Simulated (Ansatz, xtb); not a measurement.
## C2H9Si2: 11 structures ranked

11 gas-phase structures of C2H9Si2, found in a search over its isomers (lower ones may exist). Each was relaxed with GFN2-xTB; where two conformers were screened, the lower at r2SCAN-D4/def2-SVP is listed:

A. `C[SiH](C)[SiH2]`, a doublet
B. `[SiH2]CC[SiH3]`, a doublet
C. `C[SiH]C[SiH3]`, a doublet
D. `[SiH3][CH]C[SiH3]`, a doublet
E. `CC[SiH2][SiH2]`, a doublet
F. `C[Si](C)[SiH3]`, a doublet
G. `C[C@H]([SiH2])[SiH3]`, a doublet
H. `C[SiH2]C[SiH2]`, a doublet
I. `C[C]([SiH3])[SiH3]`, a doublet
J. `C[SiH][SiH2]C`, a doublet
K. `CC[SiH][SiH3]`, a doublet

Problem. Make a reasoned guess at their ranking by r2SCAN-D4/def2-SVP single-point energy.

Solution. Calculated order at r2SCAN-D4/def2-SVP: A (0.0), J (5.8), F (6.5), H (9.7), C (12.2), E (44.6), K (48.6), G (63.0), B (77.6), I (83.7), D (92.5) kJ/mol. Less than 1 kcal/mol parts J and F; F and H; H and C; E and K, so the order within those pairs means little.

Energies above the lowest of each column, in kJ/mol; the last columns are at PBE0-D3(BJ)/def2-SVP geometries and were run for some of them only (a dash: not run or not comparable):

```tsv
structure	GFN2-xTB	HF/STO-3G	r2SCAN-D4/def2-SVP	PBE0-D3(BJ)/def2-SVP	CCSD(T)/def2-SVP + ΔMP2/def2-TZVPP
A	19.5	8.9	0.0	0.0	0.0
J	15.8	6.8	5.8	5.9	7.7
F	13.3	0.0	6.5	7.0	9.0
H	23.8	25.2	9.7	16.9	–
C	21.4	21.5	12.2	20.7	–
E	7.8	52.1	44.6	–	–
K	0.0	49.0	48.6	–	–
G	11.9	81.4	63.0	–	–
B	10.3	84.2	77.6	–	–
I	19.2	57.0	83.7	–	–
D	21.4	70.0	92.5	–	–
```

CCSD(T)/def2-SVP + ΔMP2/def2-TZVPP puts A lowest of those it was run on; GFN2-xTB picks K, HF/STO-3G picks F. Flexible structures stand in one conformer each, not always the lowest. Frequencies (PBE0-D3(BJ)/def2-SVP) were run for A, F, J alone. Open shells are spin-unrestricted. ΔMP2 is the change of the MP2 energy from the smaller to the larger basis.

Over these structures GFN2-xTB departs from r2SCAN-D4/def2-SVP by 34.0 kJ/mol on average once a common shift is removed. A GFN2-xTB relaxation took about 0.11 s and the r2SCAN-D4/def2-SVP energy about 6.9 s on a shared host (Ansatz 0.2.0, xtb 6.7.1).
